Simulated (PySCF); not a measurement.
Sn(Cl)(SH)3 (ClH3S3Sn), SMILES [SH][Sn]([Cl])([SH])[SH]. Atoms are numbered in the order given.

```xyz
8

S     -1.0419    -0.8283    -2.0262
Sn    -0.0106     0.0110     0.0073
S      0.3890    -1.8143     1.5603
S      2.0761     1.1417    -0.5129
Cl    -1.4797     1.5603     1.0173
H     -0.8281    -2.1061    -1.6304
H      1.7283    -1.6577     1.4290
H      2.0152     0.7056    -1.7940
```

Geometry optimised at B3LYP-D3(BJ)/def2-SVP. The structure was generated by enumeration; whether it is a known compound was not checked. The def2 effective core potentials stand for the cores of Sn; spin–orbit coupling is left out. Other conformers were not sampled.

The numbers are results of B3LYP-D3(BJ)/def2-SVP (PySCF), not measurements.

Frequencies are harmonic and unscaled.

Computed normal modes with their intensities:
| mode | ν (cm⁻¹) | IR (km/mol) | Raman (Å⁴/amu) | depolarisation | moving atoms (share of kinetic energy) |
|---|---|---|---|---|---|
| 1 | 51 | 4.5 | 3.7 | 0.75 | S 46 %, H 38 %, Cl 16 % |
| 2 | 52 | 4.3 | 3.7 | 0.75 | S 47 %, H 37 %, Cl 16 % |
| 3 | 106 | 7.9 | 3.5 | 0.75 | S 60 %, H 19 %, Sn 17 % |
| 4 | 106 | 8.0 | 3.5 | 0.75 | S 60 %, H 18 %, Sn 18 % |
| 5 | 109 | 8.3 | 4.0 | 0.71 | S 65 %, Sn 25 % |
| 6 | 125 | 6.1 | 3.4 | 0.75 | H 45 %, Cl 29 %, S 18 %, Sn 8 % |
| 7 | 126 | 6.0 | 3.3 | 0.75 | H 46 %, Cl 28 %, S 18 % |
| 8 | 208 | 14.5 | 7.3 | 0.74 | H 98 % |
| 9 | 317 | 0.0 | 52.6 | 0.01 | S 84 %, Cl 13 % |
| 10 | 359 | 36.6 | 10.2 | 0.75 | S 70 %, Sn 27 % |
| 11 | 359 | 36.6 | 10.2 | 0.75 | S 70 %, Sn 27 % |
| 12 | 373 | 61.6 | 8.6 | 0.69 | Cl 65 %, Sn 27 % |
| 13 | 698 | 2.4 | 2.8 | 0.75 | H 95 % |
| 14 | 710 | 8.5 | 4.5 | 0.75 | H 94 % |
| 15 | 711 | 8.5 | 4.5 | 0.75 | H 94 % |
| 16 | 2666 | 1.9 | 88.3 | 0.47 | H 97 % |
| 17 | 2666 | 1.7 | 100.7 | 0.28 | H 97 % |
| 18 | 2666 | 1.4 | 111.4 | 0.18 | H 97 % |
